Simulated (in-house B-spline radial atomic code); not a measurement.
Ionising neutral bismuth with different functionals

Computed with a B-spline radial code for spherical atoms: four-component Dirac-Coulomb Hamiltonian, Fermi nucleus of rms radius 5.5211 fm, spin-restricted, spherical fractional occupations for the functionals, and exact exchange of hybrids averaged over the configuration. The ionisation energy is the difference of two self-consistent energies, [Xe] 4f14 5d10 6s2 6p3 → [Xe] 4f14 5d10 6s2 6p2, without Breit or QED terms; ε is the level of the shell that loses the electron (mean over j). The electron is taken from both j subshells in proportion to 2j + 1, so the result is a j average, not the step between ground levels.

```csv
method,rung,ΔSCF (eV),-ε(6p) (eV)
B3LYP,global hybrid,8.14,5.52
wB97X,range-separated hybrid,8.08,7.82
HSE06,range-separated hybrid,8.10,5.30
CAM-B3LYP,range-separated hybrid,8.15,6.90
```

Q: Among the functionals, which spreads more, the ΔSCF values or the orbital energies?

A: The orbital energies: ΔSCF values span about 0.07 eV and the orbital energies 2.52 eV; here energy differences depend much less on the functional than eigenvalues do.

Q: How do they compare with the NIST value?

A: NIST lists 7.286 eV (measured, ground level to ground level). Errors run from +0.79 to +0.86 eV. The correlated functionals all miss on the same side by more than they spread, so the cause is common to them (Breit-QED terms, spin polarisation, the choice among j levels, multiplet and fine-structure energies, or a listed next ion that isn't the cheapest removal here) and closeness doesn't rank the functionals.
